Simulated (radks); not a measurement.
Results of a calculation; reference values are marked as such.
Task: The table gives one normalised radial function P(r) = r R(r) (large component) of Tc28+ in [Ne] 3s2 3p3 (r in bohr). Level of theory: Dirac Kohn-Sham, BLYP, spin-unpolarised, spherical densities, finite nucleus; open shells fill j = l - 1/2 first; Fermi nuclear charge, rms radius 4.4112 fm (a radial shooting solver on a logarithmic mesh with Libxc functionals).

| r | P |
|---|---|
| 0.00282 | 0.0304 |
| 0.003914 | 0.0503 |
| 0.005434 | 0.0844 |
| 0.007543 | 0.1425 |
| 0.01047 | 0.2403 |
| 0.01454 | 0.4009 |
| 0.02034 | 0.6616 |
| 0.02824 | 1.0388 |
| 0.0392 | 1.5419 |
| 0.05441 | 2.1127 |
| 0.07554 | 2.5901 |
| 0.1049 | 2.7250 |
| 0.1456 | 2.3264 |
| 0.2037 | 1.4717 |
| 0.2828 | 0.6344 |
| 0.3925 | 0.1600 |
| 0.5449 | 0.0192 |
| 0.7564 | 0.0008 |
| 1.05 | 0.0000 |

Which n and l does it have? It may be an empty orbital.

Result: n = 2, l = 1: the number of nodes gives n - l - 1 = 0, the rise at small r points to l (for j = l - 1/2 the large component starts outside the nucleus as r^gamma with gamma = sqrt(l^2 - (Z/c)^2) = 0.95 and the r^(l+1) term takes over further out; the orbital of l - 1 with the same j starts with the same power, but with a larger coefficient, and does not steepen), and the extent must fit the shell. The curve is that of 2p1/2; the two j differ most near the nucleus, where j = l - 1/2 has the larger amplitude, and in heavy atoms j = l - 1/2 is also the more compact. 2p1/2: eigenvalue -4100.8 eV, 0 radial nodes, <r> = 0.125 bohr, 90 % of the charge inside 0.204 bohr.
